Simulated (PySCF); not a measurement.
This script is equivalent to a calculation on O (oxygen, neutral).

```python
from pyscf import gto, scf, dft, mp, cc
import basis_set_exchange as bse
mol = gto.M(atom="O 0 0 0", charge=0, spin=2, symmetry="D2h",
            basis=gto.basis.parse(bse.get_basis("def2-SVP", elements=["O"], fmt="nwchem", header=False)))
mf = dft.UKS(mol, xc="M062X")
mf.irrep_nelec = {'Ag': (2, 2), 'B1u': (1, 0), 'B2u': (1, 1), 'B3u': (1, 0)}
mf.kernel()
```

Task: What total energy does it give?

Result: -74.973 hartree (calculated).

Task: Which occupied shell lies highest, and where?

Result: 2p β, at -10.742 eV.

Task: What is ⟨S²⟩, and what would a pure spin state give?

Result: 2.003, against 2.00.
